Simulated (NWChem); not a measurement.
System: BeCl, doublet; SMILES [Be][Cl]

NWChem input:

```
start job
memory heap 200 mb stack 900 mb global 1100 mb
geometry units angstroms noautoz
  Be     0.000000     0.000000    -1.469034
  Cl     0.000000     0.000000     0.369139
end
basis spherical
  * library cc-pvdz
end
dft
  odft
  mult 2
  xc hfexch
  iterations 150
  mulliken
end
task dft energy
```

NWChem printed, in part:

```
             Northwest Computational Chemistry Package (NWChem) 7.3.0
             --------------------------------------------------------

 ORDER OF PRIMARY AXIS IS BEING SET TO 4
 C4V symmetry detected

                             Geometry "geometry" -> ""
                             -------------------------

 Output coordinates in angstroms (scale by  1.889725989 to convert to a.u.)

  No.       Tag          Charge          X              Y              Z
 ---- ---------------- ---------- -------------- -------------- --------------
    1 Be                   4.0000     0.00000000     0.00000000    -1.48804481
    2 Cl                  17.0000     0.00000000     0.00000000     0.35012819

 Effective nuclear repulsion energy (a.u.)      19.5759881861

      Symmetry information
      --------------------

 Group name             C4v
 Group number             18
 Group order               8
 No. of unique centers     2

  xc_inp: hfexch multiplicative factor not found.

                                 NWChem DFT Module
                                 -----------------

 Summary of "ao basis" -> "ao basis" (spherical)
 ------------------------------------------------------------------------------
       Tag                 Description            Shells   Functions and Types
 ---------------- ------------------------------  ------  ---------------------
 Be                         cc-pvdz                  6       14   3s2p1d
 Cl                         cc-pvdz                  8       18   4s3p1d

      Symmetry analysis of basis
      --------------------------

        a1         14
        a2          0
        b1          2
        b2          2
        e          14

            General Information
            -------------------
          SCF calculation type: DFT
          Wavefunction type:  spin polarized.
          No. of atoms     :     2
          No. of electrons :    21
           Alpha electrons :    11
            Beta electrons :    10
          Charge           :     0
          Spin multiplicity:     2
          Use of symmetry is: on ; symmetry adaption is: on
          Maximum number of iterations: 150
          AO basis - number of functions:    32
                     number of shells:    14
          Convergence on energy requested:  1.00D-06
          Convergence on density requested:  1.00D-05
          Convergence on gradient requested:  5.00D-04

              XC Information
              --------------
                     Hartree-Fock (Exact) Exchange  1.000

      Superposition of Atomic Density Guess
      -------------------------------------

 Sum of atomic energies:        -474.04738411

      Non-variational initial energy
      ------------------------------

 Total energy =    -474.290902
 1-e energy   =    -692.719922
 2-e energy   =     198.853032
 HOMO         =      -0.170853
 LUMO         =       0.072958

   Symmetry analysis of molecular orbitals - initial alpha
   -------------------------------------------------------

 !! scf_movecs_sym_adapt:    4 vectors were symmetry contaminated

  Symmetry fudging

 !! scf_movecs_sym_adapt:    2 vectors were symmetry contaminated

  Numbering of irreducible representations:

     1 a1          2 a2          3 b1          4 b2          5 e

  Orbital symmetries:

     1 a1          2 a1          3 a1          4 e           5 e
     6 a1          7 a1          8 a1          9 e          10 e
    11 a1         12 e          13 e          14 a1         15 a1
    16 e          17 e          18 a1         19 a1         20 e
    21 e

   Symmetry analysis of molecular orbitals - initial beta
   ------------------------------------------------------

 !! scf_movecs_sym_adapt:    4 vectors were symmetry contaminated

  Symmetry fudging

 !! scf_movecs_sym_adapt:    2 vectors were symmetry contaminated

  Numbering of irreducible representations:

     1 a1          2 a2          3 b1          4 b2          5 e

  Orbital symmetries:

     1 a1          2 a1          3 a1          4 e           5 e
     6 a1          7 a1          8 a1          9 e          10 e
    11 a1         12 e          13 e          14 a1         15 a1
    16 e          17 e          18 a1         19 a1         20 e
    21 e

     ---------------------------------------------
      Total Density - Mulliken Population Analysis
     ---------------------------------------------

    Atom       Charge   Shell Charges
 -----------   ------   -------------------------------------------------------
    1 Be   4     3.67   2.00  0.59  0.63  0.30  0.07  0.07
    2 Cl  17    17.33   2.00  2.01  0.96  0.92  6.00  3.18  2.25  0.01

     --------------------------------------------
      Spin Density - Mulliken Population Analysis
     --------------------------------------------

    Atom       Charge   Shell Charges
 -----------   ------   -------------------------------------------------------
    1 Be   4     0.89   0.00  0.23  0.50  0.11  0.03  0.01
    2 Cl  17     0.11   0.00  0.00  0.01 -0.00  0.00  0.09  0.02  0.00

 !! scf_movecs_sym_adapt:    4 vectors were symmetry contaminated

  Symmetry fudging

 !! scf_movecs_sym_adapt:    4 vectors were symmetry contaminated

 !! scf_movecs_sym_adapt:    4 vectors were symmetry contaminated

  Symmetry fudging

 !! scf_movecs_sym_adapt:    4 vectors were symmetry contaminated

   convergence    iter        energy       DeltaE   RMS-Dens  Diis-err
 ---------------- ----- ----------------- --------- --------- ---------
 d= 0,ls=0.0,diis     1   -474.1333445840 -4.94D+02  1.03D-02  2.89D-02
                                                     4.60D-03  2.16D-02

 !! scf_movecs_sym_adapt:    4 vectors were symmetry contaminated

  Symmetry fudging

 !! scf_movecs_sym_adapt:    4 vectors were symmetry contaminated

 !! scf_movecs_sym_adapt:    4 vectors were symmetry contaminated

  Symmetry fudging

 !! scf_movecs_sym_adapt:    4 vectors were symmetry contaminated

 d= 0,ls=0.0,diis     2   -474.1671910395 -3.38D-02  2.80D-03  4.54D-03
                                                     1.74D-03  4.81D-03

 !! scf_movecs_sym_adapt:    4 vectors were symmetry contaminated

  Symmetry fudging

 !! scf_movecs_sym_adapt:    4 vectors were symmetry contaminated

 !! scf_movecs_sym_adapt:    4 vectors were symmetry contaminated

  Symmetry fudging

 !! scf_movecs_sym_adapt:    2 vectors were symmetry contaminated

 d= 0,ls=0.0,diis     3   -474.1730625293 -5.87D-03  2.88D-03  9.82D-04
                                                     1.09D-03  5.93D-04

 !! scf_movecs_sym_adapt:    4 vectors were symmetry contaminated

  Symmetry fudging

 !! scf_movecs_sym_adapt:    2 vectors were symmetry contaminated

 !! scf_movecs_sym_adapt:    4 vectors were symmetry contaminated

  Symmetry fudging

 !! scf_movecs_sym_adapt:    2 vectors were symmetry contaminated

 d= 0,ls=0.0,diis     4   -474.1751087809 -2.05D-03  5.14D-04  4.69D-05
                                                     3.57D-04  6.38D-05

 !! scf_movecs_sym_adapt:    4 vectors were symmetry contaminated

  Symmetry fudging

 !! scf_movecs_sym_adapt:    2 vectors were symmetry contaminated

 !! scf_movecs_sym_adapt:    4 vectors were symmetry contaminated

  Symmetry fudging

 !! scf_movecs_sym_adapt:    4 vectors were symmetry contaminated

 d= 0,ls=0.0,diis     5   -474.1752269029 -1.18D-04  1.52D-04  7.52D-06
                                                     1.33D-04  6.32D-06

 !! scf_movecs_sym_adapt:    4 vectors were symmetry contaminated

  Symmetry fudging

 !! scf_movecs_sym_adapt:    2 vectors were symmetry contaminated

 !! scf_movecs_sym_adapt:    4 vectors were symmetry contaminated

  Symmetry fudging

 !! scf_movecs_sym_adapt:    4 vectors were symmetry contaminated

  Resetting Diis
 d= 0,ls=0.0,diis     6   -474.1752399902 -1.31D-05  5.53D-05  7.90D-07
                                                     5.76D-05  1.03D-06

 !! scf_movecs_sym_adapt:    2 vectors were symmetry contaminated

  Symmetry fudging

 !! scf_movecs_sym_adapt:    2 vectors were symmetry contaminated

  Symmetry fudging

 !! scf_movecs_sym_adapt:    2 vectors were symmetry contaminated

 d= 0,ls=0.0,diis     7   -474.1752417941 -1.80D-06  1.12D-05  7.89D-08
                                                     8.28D-06  5.72D-08

 !! scf_movecs_sym_adapt:    2 vectors were symmetry contaminated

  Symmetry fudging

 !! scf_movecs_sym_adapt:    2 vectors were symmetry contaminated

  Symmetry fudging
 d= 0,ls=0.0,diis     8   -474.1752419129 -1.19D-07  1.20D-05  2.58D-08
                                                     8.42D-06  1.79D-08

 !! scf_movecs_sym_adapt:    2 vectors were symmetry contaminated

  Symmetry fudging

 !! scf_movecs_sym_adapt:    2 vectors were symmetry contaminated

  Symmetry fudging
 d= 0,ls=0.0,diis     9   -474.1752419722 -5.94D-08  2.48D-06  1.56D-09
                                                     2.53D-06  2.32D-09

         Total DFT energy =     -474.175241972234
      One electron energy =     -693.744332335255
           Coulomb energy =      230.348301615825
    Exchange-Corr. energy =      -30.355199438890
 Nuclear repulsion energy =       19.575988186084

 Numeric. integr. density =        0.000000000000

                  Occupations of the irreducible representations
                  ----------------------------------------------

                     irrep           alpha         beta
                     --------     --------     --------
                     a1                7.0          6.0
                     a2                0.0          0.0
                     b1                0.0          0.0
                     b2                0.0          0.0
                     e                 4.0          4.0

                    DFT Final Alpha Molecular Orbital Analysis
                    ------------------------------------------

 Vector    9  Occ=1.000000D+00  E=-4.666436D-01  Symmetry=e
              MO Center= -8.2D-17,  2.5D-16,  2.3D-01, r^2= 1.3D+00
   Bfn.  Coefficient  Atom+Function         Bfn.  Coefficient  Atom+Function
  ----- ------------  ---------------      ----- ------------  ---------------
    23      0.481649  2 Cl py                26      0.386657  2 Cl py
    22     -0.319797  2 Cl px                25     -0.256726  2 Cl px
     5      0.093511  1 Be py                 4     -0.062088  1 Be px
     8      0.035046  1 Be py                11      0.032550  1 Be d -1

 Vector   10  Occ=1.000000D+00  E=-4.666436D-01  Symmetry=e
              MO Center=  2.0D-15,  3.6D-15,  2.3D-01, r^2= 1.3D+00
   Bfn.  Coefficient  Atom+Function         Bfn.  Coefficient  Atom+Function
  ----- ------------  ---------------      ----- ------------  ---------------
    22      0.481649  2 Cl px                25      0.386657  2 Cl px
    23      0.319797  2 Cl py                26      0.256726  2 Cl py
     4      0.093511  1 Be px                 5      0.062088  1 Be py
     7      0.035046  1 Be px                13     -0.032550  1 Be d  1

 Vector   11  Occ=1.000000D+00  E=-3.383091D-01  Symmetry=a1
              MO Center= -1.5D-16, -1.8D-16, -2.1D+00, r^2= 2.0D+00
   Bfn.  Coefficient  Atom+Function         Bfn.  Coefficient  Atom+Function
  ----- ------------  ---------------      ----- ------------  ---------------
     3      0.479557  1 Be s                  2      0.415650  1 Be s
     6     -0.417521  1 Be pz                 9     -0.176438  1 Be pz
    24      0.155005  2 Cl pz                27      0.118707  2 Cl pz
    17     -0.039922  2 Cl s

 Vector   12  Occ=0.000000D+00  E= 5.855773D-02  Symmetry=e
              MO Center=  6.3D-14, -9.7D-14, -1.6D+00, r^2= 4.5D+00
   Bfn.  Coefficient  Atom+Function         Bfn.  Coefficient  Atom+Function
  ----- ------------  ---------------      ----- ------------  ---------------
     8      0.641251  1 Be py                 7     -0.497141  1 Be px
     5      0.287852  1 Be py                26     -0.264895  2 Cl py
     4     -0.223162  1 Be px                25      0.205365  2 Cl px
    23     -0.123344  2 Cl py                22      0.095625  2 Cl px
    29     -0.031776  2 Cl d -1

 Vector   13  Occ=0.000000D+00  E= 5.855773D-02  Symmetry=e
              MO Center= -5.5D-16, -2.2D-17, -1.6D+00, r^2= 4.5D+00
   Bfn.  Coefficient  Atom+Function         Bfn.  Coefficient  Atom+Function
  ----- ------------  ---------------      ----- ------------  ---------------
     7      0.641251  1 Be px                 8      0.497141  1 Be py
     4      0.287852  1 Be px                25     -0.264895  2 Cl px
     5      0.223162  1 Be py                26     -0.205365  2 Cl py
    22     -0.123344  2 Cl px                23     -0.095625  2 Cl py
    31      0.031776  2 Cl d  1

 Vector   14  Occ=0.000000D+00  E= 1.532432D-01  Symmetry=a1
              MO Center= -2.6D-16,  3.6D-16, -9.1D-01, r^2= 6.7D+00
   Bfn.  Coefficient  Atom+Function         Bfn.  Coefficient  Atom+Function
  ----- ------------  ---------------      ----- ------------  ---------------
     9      1.275718  1 Be pz                18     -1.096053  2 Cl s
     3      0.968942  1 Be s                 27      0.299414  2 Cl pz
    16      0.123328  2 Cl s                  1     -0.088043  1 Be s
     2     -0.087488  1 Be s                 24      0.065567  2 Cl pz
     6      0.060016  1 Be pz

                     DFT Final Beta Molecular Orbital Analysis
                     -----------------------------------------

 Vector    8  Occ=1.000000D+00  E=-5.368449D-01  Symmetry=a1
              MO Center=  1.6D-17,  5.4D-18,  2.2D-01, r^2= 1.3D+00
   Bfn.  Coefficient  Atom+Function         Bfn.  Coefficient  Atom+Function
  ----- ------------  ---------------      ----- ------------  ---------------
    24      0.537414  2 Cl pz                27      0.334057  2 Cl pz
     6     -0.232432  1 Be pz                 2     -0.225850  1 Be s
    18      0.222689  2 Cl s                 17      0.089466  2 Cl s
    12     -0.055701  1 Be d  0              30     -0.034946  2 Cl d  0
     3     -0.034046  1 Be s

 Vector    9  Occ=1.000000D+00  E=-4.678470D-01  Symmetry=e
              MO Center=  5.6D-17,  1.9D-16,  2.5D-01, r^2= 1.3D+00
   Bfn.  Coefficient  Atom+Function         Bfn.  Coefficient  Atom+Function
  ----- ------------  ---------------      ----- ------------  ---------------
    23      0.545170  2 Cl py                26      0.438585  2 Cl py
    22     -0.206560  2 Cl px                25     -0.166176  2 Cl px
     5      0.087267  1 Be py                11      0.039458  1 Be d -1
     4     -0.033065  1 Be px                 8      0.030909  1 Be py

 Vector   10  Occ=1.000000D+00  E=-4.678470D-01  Symmetry=e
              MO Center= -3.1D-14,  1.2D-14,  2.5D-01, r^2= 1.3D+00
   Bfn.  Coefficient  Atom+Function         Bfn.  Coefficient  Atom+Function
  ----- ------------  ---------------      ----- ------------  ---------------
    22      0.545170  2 Cl px                25      0.438585  2 Cl px
    23      0.206560  2 Cl py                26      0.166176  2 Cl py
     4      0.087267  1 Be px                13     -0.039458  1 Be d  1
     5      0.033065  1 Be py                 7      0.030909  1 Be px

 Vector   11  Occ=0.000000D+00  E= 3.275764D-02  Symmetry=a1
              MO Center=  3.0D-16, -3.1D-16, -2.1D+00, r^2= 3.3D+00
   Bfn.  Coefficient  Atom+Function         Bfn.  Coefficient  Atom+Function
  ----- ------------  ---------------      ----- ------------  ---------------
     3      0.966079  1 Be s                  9     -0.213389  1 Be pz
    27      0.172769  2 Cl pz                18     -0.171386  2 Cl s
     6     -0.134396  1 Be pz                24      0.119469  2 Cl pz
     1     -0.117900  1 Be s                  2      0.063606  1 Be s
    17     -0.061234  2 Cl s                 12     -0.040379  1 Be d  0

[...]
```

Level: UHF/cc-pVDZ. All runs use the structure optimised with PBE0/def2-SVP, spin-unrestricted. This spin state was assumed; another may lie lower. No stability test was run on the SCF state.
